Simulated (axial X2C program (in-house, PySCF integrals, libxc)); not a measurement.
## Worked dissociation energy of CsSi: MP2, with spin–orbit coupling

All values were computed with an in-house relativistic program for diatomic molecules. Two-component (2c) means X2C with spin–orbit coupling and atomic mean-field two-electron Coulomb and Gaunt terms. Basis: Cs dyall-cv3z [15s15p9d4f1g], Si dyall-v3z [8s7p2d1f] (cores contracted in-house); Gaussian nuclei, density fitting, unrestricted open shells. Masses: Cs 132.905 u, Si 27.977 u.

Molecular state: Ω = 3/2 (⟨Sz⟩ = 1.50, ⟨Lz⟩ = 0.00 at HF).

Correlated methods: 13 electrons correlated (number of frozen shells: Cs 4 s, 3 p, 2 d; Si 2 s, 1 p), 267 virtual spin orbitals or spinors in MP2.

| Quantity | Value |
| --- | --- |
| E(Cs) (2M_J = 1) | -7780.086760 hartree |
| E(Si) (2M_J = 2) | -289.482888 hartree |
| E(CsSi) at Re | -8069.632220 hartree |
| ωe | 167.7 cm⁻¹ |
| ωexe | 0.537 cm⁻¹ |

(1) Work out De and D0.

One determinant describes the state; a PBE0 search over occupations chose it and may have missed a lower one. De is counted from the lowest determinant-based energies of the atoms at the same level, without counterpoise correction. In 2c an atomic determinant is not the ground J level, so De misses part of the atomic spin–orbit lowering. This holds for MP2. PBE0 can misorder states that lie within some tenths of an eV, so this need not be the ground state of the molecule. The nearest other 2c determinant of the search, Ω = 1/2, lies 0.45 eV up at the distance of the search. With several unpaired electrons one determinant need not be a pure state. This is the top spin component of a Σ state; components of lower Ω are not single determinants and can lie lower.

Each atomic determinant is the lowest at this level and need not be a pure J level. Totals compare only within one Hamiltonian and basis.

Answers

(1) De = -7780.086760 + (-289.482888) − (-8069.632220) = 0.06257 hartree = 1.703 eV. The zero-point energy is ωe/2 − ωexe/4 = 84 cm⁻¹ = 0.010 eV, so D0 = 1.692 eV.
